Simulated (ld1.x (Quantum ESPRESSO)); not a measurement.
**Transferability test, TM potential for W**

ld1.x (Quantum ESPRESSO) 7.5 input, shortened:

```
&input
   title='W', zed=74., rel=2, dft='PBE', iswitch=3,
   config='[Xe] 4f14 5d4 6s1.5 6p0', rel_dist='average'
 /
 &inputp
   pseudotype=2, tm=.true., lloc=1,
   nlcc=.true., new_core_ps=.true., rcore=1.70
 /
3
5S  1  0   2.00   0.00  1.85  1.85  0.0
5D  3  2   4.00   0.00  2.10  2.10  0.0
5P  2  1   6.00   0.00  2.15  2.15  0.0
 &test
   configts(1)='5s2 5p6 5d4 6s1.5 6p0'
 /
```

Open shells are filled in proportion to 2j + 1 (rel_dist='average').

Occupied shells without a wave of their own: 6s. They enter only through the test configuration that unscreens the potential, and ld1.x also counts them in the model core charge.

Energies are relative to the spin-unpolarised reference configuration 5s2 5p6 5d4 6s1.5 6p0; without spin polarisation the order of configurations can differ from experiment. The p channel is local and has no spin–orbit splitting in the pseudo-atom.

ld1.x takes every shell without a wave as core, so the model core holds the 6s electrons as well and exchange and correlation see them twice. This cancels in the reference configuration, but the file is broken for other ones, and its errors say nothing about a proper core correction.

```tsv
valence configuration	charge	ΔE all-electron (eV)	error AE − PS (meV)
5s2 5p6 5d4 6s2 6p0	0	-3.636	+219
5s2 5p6 5d4 6s1 6p0	+1	5.253	-317
5s2 5p6 5d4 6s0 6p0	+2	20.934	-1291
5s2 5p6 5d3 6s0 6p0	+3	46.306	-1848
5s2 5p6 5d5 6s0 6p0	+1	6.060	-868
5s2 5p6 5d2 6s0 6p0	+4	83.492	-2514
5s1 5p6 5d4 6s2 6p0	+1	81.656	+46
```

Levels in the configuration 5s1 5p6 5d4 6s2 6p0:

| level | all-electron (eV) | pseudo (eV) |
| --- | --- | --- |
| 5s j=1/2 | -92.109 | -92.649 |
| 5p j=1/2 | -63.072 | -56.249 |
| 5p j=3/2 | -52.848 | -56.249 |
| 5d j=3/2 | -15.356 | -15.256 |
| 5d j=5/2 | -14.424 | -14.324 |
| 6s j=1/2 | -13.476 | -14.221 |

These tests converged, but a pseudo level misses the all-electron one widely, so the file describes the atom poorly there or has found another state: 5s2 5p6 5d4 6s2 6p0: 5p by 6.9 eV; 5s2 5p6 5d4 6s1 6p0: 5p by 6.6 eV; 5s2 5p6 5d4 6s0 6p0: 5p by 6.2 eV; 5s2 5p6 5d3 6s0 6p0: 5p by 6.2 eV; 5s2 5p6 5d5 6s0 6p0: 5p by 6.3 eV; 5s1 5p6 5d4 6s2 6p0: 5p by 6.8 eV.

A Bessel basis up to 400 Ry misses an occupied level by 4.14 Ry, so cutoffs and ghosts were not judged. The potential misses its own reference levels by up to 6.8 eV, so it is not fit for use.
